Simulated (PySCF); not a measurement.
Mo(NH)(S)(F)(Cl) (ClFHMoNS), SMILES [Mo](=[S])(=[NH])([Cl])[F], multiplicity 1. Geometry: PBE-D3(BJ)/def2-SVP. The spin state was assumed, not searched. The structure was generated by enumeration; whether it is a known compound was not checked. The def2 effective core potentials stand for the cores of Mo; spin–orbit coupling is left out.

The numbers are results of PBE-D3(BJ)/def2-SVP run with PySCF 2.14.0, not measurements.

Harmonic wavenumbers (cm⁻¹): 133, 157, 188, 235, 261, 406, 520, 562, 569, 691, 991, 3494. Rotational constants (GHz): 2.424, 1.724, 1.411; symmetry number 1.

Problem. Work out the zero-point energy and the ideal-gas rigid-rotor harmonic-oscillator thermochemistry at 298.15 K and 1 atm.

Solution. ZPE = ½ Σ hcν = ½ × 8205 cm⁻¹ = 49.08 kJ/mol. H − E(el) = 69.21 kJ/mol. Entropy in J/(mol K): translation 174.67, rotation 118.79, vibration 59.53, total 352.99. G − E(el) = -36.03 kJ/mol. Cp = 97.34 J/(mol K). Modes under 150 cm⁻¹ make the vibrational entropy uncertain.
